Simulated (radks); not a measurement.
Results of a calculation; reference values are marked as such.
Q: Ionisation ladder of thallium, from Tl58+ to Tl61+. Each ion is in the ground configuration listed by NIST, and IE = E(next ion) - E(this ion). Code: a radial shooting solver on a logarithmic mesh with Libxc functionals. Model: scalar-relativistic Kohn-Sham, LDA (Slater exchange, Perdew-Wang correlation), spin-unpolarised, spherical densities, finite nucleus; Fermi nuclear charge, rms radius 5.4759 fm.

species  configuration  IE, Delta-SCF (eV)  <r> HOMO (bohr)
Tl58+         [Ar] 3d5                   ?            0.152
Tl59+         [Ar] 3d4              6178.9            0.151
Tl60+         [Ar] 3d3                   ?            0.150
Tl61+         [Ar] 3d2              6490.4            0.149

Estimate the withheld Delta-SCF values.

A: Tl58+: 6025.2 eV (NIST 5969); Tl60+: 6334.0 eV (NIST 6392).

Beside tabulated values, note that spin-unpolarised runs miss the spin-polarisation part of the exchange energy of open shells, and scalar-relativistic runs lack spin-orbit coupling.
